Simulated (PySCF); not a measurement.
## Br₂⁺: frontier orbitals

PBE0 at R = 2.198 Å; PySCF, scalar-relativistic core potentials, basis sets Br cc-pVTZ-PP with ECP10. State: ²Πg (doublet), unpaired electrons π ↑. Only the outer orbitals are listed.

```tsv
spin	orbital	occ.	ε (eV)	main shells (%)
α	σg	1	-32.89	93 s
α	σu	1	-29.12	97 s
α	σg	1	-19.79	92 p
α	πu	1	-18.60	98 p
α	πu	1	-17.86	98 p
α	πg	1	-16.11	99 p
α	πg	1	-15.28	99 p
α	σu	0	-10.29	96 p
α	σg	0	-2.12	68 s, 24 d
α	πu	0	-0.68	98 d
β	σg	1	-32.37	92 s
β	σu	1	-28.31	98 s
β	σg	1	-19.52	91 p
β	πu	1	-17.68	98 p
β	πu	1	-17.12	97 p
β	πg	1	-15.03	99 p
β	πg	0	-12.89	99 p
β	σu	0	-10.02	96 p
β	σg	0	-1.95	69 s, 22 d, 8 p
```

Task: Which are the highest filled and the lowest empty level, where do they sit, and how wide is the gap?

Result: Highest filled β πg at -15.03 eV (in %: 99 p); lowest empty β πg at -12.89 eV (in %: 99 p); the gap at PBE0 is 2.14 eV. Both belong to one degenerate shell, split only by its one-sided filling, so this is no excitation gap.

| Quantity | Value |
| --- | --- |
| bond order (Mayer) | 1.60 |
| ⟨S²⟩ | 0.754 |
| polarisability along the bond | 58.5 bohr³ |
| polarisability across the bond | 22.8 bohr³ |

Spin–orbit coupling is left out. The state is the lowest determinant that a PBE0 search found; another state may lie lower at other levels.
